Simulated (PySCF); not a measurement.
## LiZn: frontier orbitals

LDA at R = 2.940 Å; basis Li aug-pcseg-1, Zn aug-pcseg-1; no relativity; PySCF 2.14. State: ²Σ⁺ (doublet), unpaired electrons σ ↑. Only the outer orbitals are listed, counted within each symmetry.

```csv
spin,orbital,occ.,ε (eV),on Li (%),main shells (%)
α,6σ,1,-50.38,100,100 Li s
α,1δ,1,-10.96,0,100 Zn d
α,1δ,1,-10.96,0,100 Zn d
α,7σ,1,-10.95,0,100 Zn d
α,3π,1,-10.95,0,100 Zn d
α,3π,1,-10.95,0,100 Zn d
α,8σ,1,-6.41,5,94 Zn s
α,9σ,1,-3.05,72,"70 Li s, 24 Zn p"
α,4π,0,-1.91,46,"53 Zn p, 46 Li p"
α,4π,0,-1.91,46,"53 Zn p, 46 Li p"
α,10σ,0,-1.78,55,"46 Li p, 37 Zn p, 9 Li s"
β,6σ,1,-50.19,100,100 Li s
β,1δ,1,-10.95,0,100 Zn d
β,1δ,1,-10.95,0,100 Zn d
β,3π,1,-10.92,0,100 Zn d
β,3π,1,-10.92,0,100 Zn d
β,7σ,1,-10.92,0,100 Zn d
β,8σ,1,-6.19,3,96 Zn s
β,9σ,0,-2.35,61,"61 Li s, 36 Zn p"
β,4π,0,-1.60,30,"70 Zn p, 30 Li p"
β,4π,0,-1.60,30,"70 Zn p, 30 Li p"
```

Which are the highest filled and the lowest empty level, where do they sit, and how wide is the gap?

Highest filled α 9σ at -3.05 eV (in %: 70 Li s, 24 Zn p); lowest empty β 9σ at -2.35 eV (in %: 61 Li s, 36 Zn p); the gap at LDA is 0.70 eV.

| Quantity | Value |
| --- | --- |
| bond order (Mayer) | 0.47 |
| ⟨S²⟩ | 0.751 |
| charge on Li (Mulliken, basis-dependent) | 0.21 |
| charge on Li (Löwdin, basis-dependent) | 0.05 |
| dipole moment (positive dipole means Li(−)Zn(+)) | -0.98 D |
| polarisability along the bond | 291.7 bohr³ |
| polarisability across the bond | 136.9 bohr³ |

The state was picked by a PBE0 search and need not be the measured ground state.
